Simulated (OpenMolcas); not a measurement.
## Rh4+ in octahedral coordination: ligands and hosts compared

* Program: OpenMolcas 26.06
* Method: CASSCF
* Active space: 5 electrons in 5 orbitals (4d)
* Spin-orbit coupling: RASSI with atomic mean-field integrals over the reference wave functions

Distances were set from a Shannon-type radius of the metal (high-spin where two are listed) plus a fixed donor radius (OH 1.33, F 1.31 Å), in hosts weighted 0.65 to 0.35 with the host's distance in the model lattice. Anionic complexes are neutralised by point charges, and hosts are embedded clusters. Ligand basis ANO-RCC-VDZP. States (labels of the rotation group of each site). Energies in cm-1 above the lowest state or level, χT in cm3 K/mol; under a threefold ground state the first gap can be a small split of the lowest multiplet, not the spin-orbit step; 10Dq and B are least-squares fits to the states below 45000 cm-1, weighted by degeneracy, with a free offset, and given where the rms deviation is under 5 % of |10Dq| (or 100 cm-1) and under 700 cm-1.

```
Ligand or host  R (Å)   Metal basis  Outer charge (e at Å behind ligand)  Ground state  First state of that spin   10Dq  B (rms of fit)  First gap with spin-orbit (degeneracies)  χT at 300 K  First state of another spin
            OH   1.93  ANO-RCC-VDZP                          0.33 at 2.6      2S+1 = 2                     462.7                                                      2094 (2, 2)        0.516              2S+1 = 4: 19168
             F   1.91  ANO-RCC-VDZP                          0.33 at 2.4           2T2                     23666  28103       758 (517)                               2396 (2, 4)        0.534              2S+1 = 4: 13211
      K2NaGaF6   1.92  ANO-RCC-VTZP                                                2T2                     24385  28724       769 (496)                               2295 (2, 4)        0.533              2S+1 = 4: 13953
       Cs2GeF6  1.873  ANO-RCC-VTZP                                                2T2                     27168  30917       778 (448)                               2279 (2, 4)        0.526              2S+1 = 4: 16744
```

The rows also differ in their metal basis and outer charges, so part of each step comes from that.

|10Dq| rises in the order F < K2NaGaF6 < Cs2GeF6, by a factor of 1.10 from first to last. Hosts and complexes held by bare charges are embedded differently, which, with the errors of the method, can account for most of this spread.

Against the free ion in the same method and basis, β = B / B(free) is 758 / 999 = 0.76 for F, 769 / 1001 = 0.77 for K2NaGaF6, 778 / 1001 = 0.78 for Cs2GeF6.

Without dynamic correlation the repulsion within the d shell is too large (B by tens of per cent), so at a given field states of lower spin stand too high. With metal d orbitals alone the field can be off either way by tens of per cent. Ligand-to-metal charge-transfer states are missing. With no ligand orbital active B as a rule stays too high, so bands that hang on it stand too high and its fall with covalency is understated. An orbital doublet at a regular site is open to a Jahn-Teller distortion, which this geometry leaves out (holds for OH). The least metal-like active orbital is 66 % on the metal (Löwdin) and no ligand orbital is active, so the numbers are rough, and ground spin, moment and any spin crossover can be artefacts of this space; highly charged d ions in such sites are as a rule low spin (holds for OH). An orbital triplet at a regular site is open to Jahn-Teller coupling, which can distort the site and quench the lowest spin-orbit gaps and is left out (holds for F; K2NaGaF6; Cs2GeF6). The least metal-like active orbital is 71 % on the metal (Löwdin) and no ligand orbital is active, so the numbers are rough (holds for F; K2NaGaF6; Cs2GeF6). No measured value stands beside these numbers; the geometry was imposed, not optimised, and the real ion may take another.

A state without a sure symmetry label is named by its multiplicity alone.
